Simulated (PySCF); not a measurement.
[PySCF 2.14.0 with density-fitted response routines: geometry: GFN2-xTB; GIAO PBE0/pcSseg-1 shieldings; no solvent model; fast rotation and ring inversion assumed for equivalent nuclei; one conformer; non-relativistic Hamiltonian]

Shifts are taken against calculated references (same method and geometry level): 1H (31.72 ppm) and 13C (186.93 ppm) vs TMS. Acid and N–H amide carbonyl carbons lie up to 10 ppm further downfield in solution (hydrogen bonding). Shifts are as computed. Against solution values, carbons near 30 ppm lie about +3 ppm off and those near 130 ppm about +5 ppm. Of 1211 compounds with measured shifts, 218 miss one by over three times the rms of a fit or turn the order of signals round; such compounds aren't used in these exercises. Groups on amide-type nitrogens are kept apart (slow C–N rotation). OH and NH positions are gas-phase values without hydrogen bonding to other molecules.

**Question.** Order these molecules by the shift of their most deshielded carbon-bound hydrogen, lowest δ first.
A. C=C/C(CC(C)C)=N/N
B. O=[P@@]1(P)CCC[C@H]([SiH3])C1
C. CC(C)C1=NNC[C@H]1C

**Answer.** B (2.36 ppm, hydrogen on an sp3 CH2 in a ring), C (3.63 ppm, hydrogen on an sp3 CH2 bonded to N), A (6.73 ppm, hydrogen on an alkene CH).

**Question.** How many 13C and 1H signals does each give (equivalence by symmetry and fast rotation, but not about amide C–N or C=N bonds)? `C=CO[SiH2]CC(N)=O`, `C=C/C(CC(C)C)=N/N`, `O=[P@@]1(P)CCC[C@H]([SiH3])C1`, `CC(C)C1=NNC[C@H]1C`

**Answer.** C=CO[SiH2]CC(N)=O: 4 C, 7 H; C=C/C(CC(C)C)=N/N: 6 C, 7 H; O=[P@@]1(P)CCC[C@H]([SiH3])C1: 5 C, 11 H; CC(C)C1=NNC[C@H]1C: 7 C, 8 H.
